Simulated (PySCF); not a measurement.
Theoretical values (PySCF): shieldings: GIAO PBE0/pcSseg-1, GFN2-xTB structure. One averaged value for each set of equivalent atoms, one conformer, non-relativistic Hamiltonian, no solvent model.

Scale: 1H (σref 31.72) and 13C (σref 186.93) vs TMS (reference shieldings calculated alike). Shifts are as computed. Against solution values, carbons near 30 ppm lie about +3 ppm off and those near 130 ppm about +5 ppm. Of 1211 compounds with measured shifts, 218 miss one by over three times the rms of a fit or turn the order of signals round; such compounds aren't used in these exercises. OH and NH positions are gas-phase values without hydrogen bonding to other molecules.

Task: Order these molecules by the shift of their most shielded carbon-bound hydrogen, lowest δ first.
A. C/C=C\Cc1ccncc1
B. C=COC/C([SiH3])=C/[SiH3]
C. CN(C)[SiH2]O
D. c1ccc(-n2cnnc2)cc1

Result: A (2.01 ppm, hydrogen on an allylic methyl carbon), C (2.57 ppm, hydrogen on a methyl carbon bonded to N), B (4.09 ppm, hydrogen on a β carbon of an enol-ether or enamine type C=C), D (7.68 ppm, hydrogen on an aromatic CH).

Task: Order these molecules by the shift of their most deshielded carbon, lowest δ first.
A. c1ccc(-n2cnnc2)cc1
B. CN(C)[SiH2]O
C. C=COC/C([SiH3])=C/[SiH3]
D. C/C=C\Cc1ccncc1

Result: B (37.9 ppm, methyl carbon bonded to N), A (143.4 ppm, aromatic CH between two ring heteroatoms), D (156.4 ppm, substituted aromatic carbon), C (169.5 ppm, fully substituted alkene carbon).

Task: How many 13C and 1H signals does each give (equivalence by symmetry and fast rotation, but not about amide C–N or C=N bonds)? `c1ccc(-n2cnnc2)cc1`, `C=COC/C([SiH3])=C/[SiH3]`, `CN(C)[SiH2]O`, `C/C=C\Cc1ccncc1`

Result: c1ccc(-n2cnnc2)cc1: 5 C, 4 H; C=COC/C([SiH3])=C/[SiH3]: 5 C, 7 H; CN(C)[SiH2]O: 1 C, 3 H; C/C=C\Cc1ccncc1: 7 C, 6 H.
